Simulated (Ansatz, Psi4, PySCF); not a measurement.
System: H3BPO2 (charge 0, doublet). SMILES: PB(O)[O]
Structure (B3LYP-D3(BJ)/def2-TZVP (Ansatz, a first-principles code) minimum search):
```
B
O 1 1.2730
O 1 1.3551 2 139.09
H 3 0.9614 1 114.71 2 -180.00
P 1 2.0733 2 99.48 3 -180.00
H 5 1.4109 1 100.80 2 -49.31
H 5 1.4109 6 96.29 1 -102.30
```
Charge 0, spin multiplicity 2.

Quantity: size of the dipole moment, in D. Set-up: no spin-orbit coupling; non-relativistic; no dispersion term unless named; UHF or UKS for open shells; 6-311+G** with 5d, 6d on Na to Ar in Ansatz; six Cartesian d functions in 6-31G* and its kin unless marked 5d. Ab initio and DFT rows: single points at B3LYP-D3(BJ) geometries (Ansatz).

```json
[
 {"level": "SVWN5/6-31G*", "program": "Ansatz", "size of the dipole moment (D)": "3.18"},
 {"level": "PBE/STO-3G", "program": "Ansatz", "size of the dipole moment (D)": "2.36"},
 {"level": "BLYP/6-31G*", "program": "Ansatz", "size of the dipole moment (D)": "3.07"},
 {"level": "B3LYP/6-31G**", "program": "Ansatz", "size of the dipole moment (D)": "3.13"},
 {"level": "B3LYP/6-311+G**", "program": "Ansatz", "size of the dipole moment (D)": "3.68"},
 {"level": "M06-2X/6-311+G**", "program": "PySCF", "size of the dipole moment (D)": "3.80"},
 {"level": "wB97X-D/6-31G*", "program": "Psi4", "size of the dipole moment (D)": "3.20"},
 {"level": "wB97X-D/6-311+G**", "program": "Psi4", "size of the dipole moment (D)": "3.68"},
 {"level": "B3PW91/6-31G* (5d)", "program": "PySCF", "size of the dipole moment (D)": "3.14"}
]
```

No value to compare with is used here. The 9 habitual levels span 2.36 (PBE/STO-3G) to 3.80 D (M06-2X/6-311+G**).

The levels are drawn from those run, B3LYP/6-31G* more often than the rest, none by its result; left out are runs that failed, that the program found above a lower state of the same kind, or whose <S^2> lies over 0.5 above the pure value.
